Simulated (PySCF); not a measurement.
Compound: C4H5F2O2 (doublet state).
Atom-mapped SMILES: `[CH3:1][C:2]1[O:3][C@@H:4]([F:5])[C@@H:6]([F:7])[O:8]1` (hydrogens: H9, H10, H11 on C1; H12 on C4; H13 on C6)

The calculation used UKS B3LYP, pcH-1 on C F H O, non-relativistic, mean-field spin-orbit, GIAO (PySCF 2.14.0). Isolated species at its GFN2-xTB geometry (one conformer only). The geometry wasn't refined by DFT: couplings that depend on bond lengths, twists or pyramidal angles can differ widely from those at the functional's own minimum. Stability of the SCF solution: not tested.

(1) Where do the isotropic ENDOR lines of F5/F7, H9/H10/H11 and H12/H13 fall at 339.6 mT, to first order?

(2) Which pairs are centred on the nuclear Larmor frequency, and which on half the coupling?

## Answers

(1) ν± = |νn ± a/2|, one line for each electron-spin manifold; νn = |g_N| × 7.62259 MHz/T × B.

```
    nuclei  isotope     g_N  νn (MHz)  a_iso (MHz)  lower line (MHz)  upper line (MHz)
     F5/F7      19F  5.2577     13.61        40.00              6.39             33.61
H9/H10/H11       1H  5.5857     14.46        47.86              9.47             38.39
   H12/H13       1H  5.5857     14.46         6.54             11.19             17.73
```

(2) Centred on νn, since |a| < 2νn: H12/H13. Centred on |a|/2 and split by 2νn: F5/F7 and H9/H10/H11.

Means are taken over nuclei equivalent by connectivity, which assumes that they swap fast. The three 1H nuclei of mean +47.9 MHz run from 15.4 to 110.2 MHz in the frozen geometry.

The largest Mulliken spin populations are on C2 (+0.82), H11 (+0.08), O8 (+0.06) and O3 (+0.06). C2 is the only atom above +0.15. The angles at C2 add up to 344.8°, so it is pyramidal.
